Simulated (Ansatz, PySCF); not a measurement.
Species: InCl (charge 0, singlet). SMILES: [Cl][In]
Structure (B3LYP-D3(BJ)/def2-TZVP (Ansatz, a first-principles code) minimum search):
```
In
Cl 1 2.4410
```
Charge 0, spin multiplicity 1.

Quantity: atomisation energy (electronic, to ground-state atoms), in kJ/mol. Valence correlation only, unless marked. Open shells are spin-unrestricted. Spin-orbit coupling is left out. The frozen core is the preceding noble-gas configuration, with the filled d and f shells of earlier blocks. In def2 rows, elements after Kr have scalar-relativistic effective core potentials. STO-3G rows are all-electron and non-relativistic. The coupled-cluster limit lacks core correlation, which all-electron functionals hold. Basis-set limits of correlation are two-point, X^-3; Hartree-Fock from the larger set.

| level | program | atomisation energy (kJ/mol) |
|---|---|---|
| PBE0/STO-3G | Ansatz | 622.2 |
| PW6B95/def2-TZVPD | PySCF | 449.6 |
| HSE06-D3(BJ)/def2-TZVPD | Ansatz + dftd3 | [?] |
| RPA@PBE/def2-TZVPP | Ansatz | [?] |
| CCSD/def2-TZVPPD | Ansatz | 420.2 |
| CCSDT/def2-SVP | Ansatz | 396.6 |
| CCSD(T)/CBS(def2-TZVPPD,def2-QZVPPD) | Ansatz | 449.3 |

Q: What belongs in the gaps?

A: 
- HSE06-D3(BJ)/def2-TZVPD, atomisation energy (kJ/mol): 445.9
- RPA@PBE/def2-TZVPP, atomisation energy (kJ/mol): 384.4
